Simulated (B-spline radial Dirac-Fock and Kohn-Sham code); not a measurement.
# X-ray lines that fill the L3 vacancy in Se⁺

System: selenium as Se⁺, configuration [Ar] 3d10 4s2 4p3, inside a Watson sphere of charge -1 and radius 1.8 Å (a model of the Madelung potential; inside it an electron's potential energy is raised by 8.0 eV).

Method: independent-particle radiative and Coulomb Auger rates from relativistic LDA hole-state orbitals, with Dirac-Fock energies. Computed with a B-spline atomic structure program.

| line | multipole | energy (eV) | width (meV) | share (%) |
| --- | --- | --- | --- | --- |
| Lℓ (L3-M1) | E1 | 1201.4 | 0.672 | 3.79 |
| Lα2 (L3-M4) | E1 | 1380.6 | 1.72 | 9.67 |
| Lα1 (L3-M5) | E1 | 1381.5 | 15.3 | 86.0 |
| Lβ6 (L3-N1) | E1 | 1423.3 | 0.0878 | 0.495 |

The listed lines hold 100.0 % of the radiative rate. The radiative width is 0.0177 eV in the length form and 0.0182 eV in the velocity form; the two differ because the transition energies are not eigenvalue differences of the potential that gave the orbitals.
